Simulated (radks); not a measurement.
Task: The ytterbium ion Yb+, [Xe] 4f14 6s1. Method: non-relativistic Kohn-Sham, exchange-only B88, spin-polarised, spherical densities, point nucleus; computed with a radial shooting solver on a logarithmic mesh with Libxc functionals. Every spin shell is full or empty, so the densities are truly spherical. Functionals are evaluated on that one density, not self-consistently. Rank these orbital-free kinetic functionals by their error against the exact value of the orbitals, and give that value: Thomas-Fermi, TF + vW, TF + vW/9, TF + vW/5, LC94, APBEK, Perdew 92, LKT, PG1, DePristo-Kress.

Result: Exact: 13392.1 hartree. From best to worst, with 100 (|E| - |E exact|)/|E exact| (equal figures are ties): APBEK -0.02, LC94 -0.05, DePristo-Kress -0.26, Perdew 92 -0.76, TF + vW/9 -0.77, TF + vW/5 +2.52, Thomas-Fermi -4.89, PG1 +13.02, LKT +16.69, TF + vW +32.19.
